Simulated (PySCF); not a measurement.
## Cu⁺: ionisation energy

Cu⁺ [Ar] 3d10 (1S) → Cu²⁺ [Ar] 3d9 (2D), as a difference of total energies. Computed with PySCF 2.14 in aug-cc-pVDZ-DK, with the spin-free X2C one-electron Hamiltonian (Gaussian nucleus). Correlated levels: valence: [Ar] frozen. The calculations carry no spin-orbit coupling.

| method | ionisation energy (eV) |
| --- | --- |
| UHF | 17.177 |
| r2SCAN | 20.296 |
| B3LYP | 20.488 |
| MP2 (valence) | 20.692 |
| SCS-MP2 (valence) | 20.254 |

Question: How much does correlation contribute at MP2 (valence)?

Answer: 20.692 − (17.177) = 3.515 eV, measured against UHF.

The reference lies between the lowest fine-structure levels, while these numbers refer to the centres of the terms.

Errors of the correlated levels include the incompleteness of this basis and the frozen core.

For comparison: 20.292 eV (measured; NIST Atomic Spectra Database, ionization energies).
